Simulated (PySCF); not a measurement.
Ga(All)(H)2 (C₃H₇Ga), SMILES C=C[CH2][GaH2].

Geometry: B3LYP-D3(BJ)/def2-SVP. The structure was generated by enumeration; whether it is a known compound was not checked. The values are those of a single conformer.

Calculation: CAM-B3LYP/def2-TZVP run with PySCF.

Isolated molecule, no solvent.

```
Property                                                                                                       Result
---------------------------------------------------------------------------------------------  ----------------------
total energy                                                                                      -2043.42670 hartree
highest occupied level                                                                                       -7.98 eV
lowest empty level                                                                                           -0.17 eV
orbital gap                                                                                                   7.81 eV
dipole moment                                                                                                  0.75 D
quadrupole, principal values (traceless, Buckingham form, about the centre of nuclear charge)  -4.79, -0.19, 4.98 D·Å
mean static polarisability                                                                      68.0 bohr³ (10.07 Å³)
polarisability, principal values                                                               57.8, 65.6, 80.5 bohr³
```
